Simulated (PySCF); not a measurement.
Si(H)(vinyl)(NH2)2 (C₂H₈N₂Si), SMILES C=C[SiH](N)N.

Coordinates come from a r2SCAN-D4/def2-SVP optimisation. One conformer was computed; it need not be the lowest.

Two levels are set side by side: PBE/def2-TZVP (PySCF) and B3LYP/def2-TZVP (PySCF). Same geometry, gas phase. Differences are taken from unrounded values.

```
quantity                     B3LYP
---------------------------  -----
orbital gap (eV)              6.27
highest occupied level (eV)  -6.80
lowest empty level (eV)      -0.53
dipole moment (D)             1.51
mean polarisability (bohr³)   64.7
```

Question: What does PBE give, and how far is it from B3LYP? (An estimate is asked for; the answer gives what the named calculation found.)

Answer: 
```csv
quantity,PBE,PBE minus B3LYP
orbital gap (eV),4.32,-1.95
highest occupied level (eV),-5.62,1.18
lowest empty level (eV),-1.30,-0.77
dipole moment (D),1.51,0.00
mean polarisability (bohr³),67.0,2.2
```

PBE's occupied levels lie high since its potential decays too fast outside the molecule; exact exchange lowers them and widens the gap. PBE's more diffuse valence density responds more strongly to a field. Differences between two approximate levels are no errors against the true value.

Rough cost on one machine, each run with all the roots and properties that it gave: B3LYP against PBE within a factor of 2.
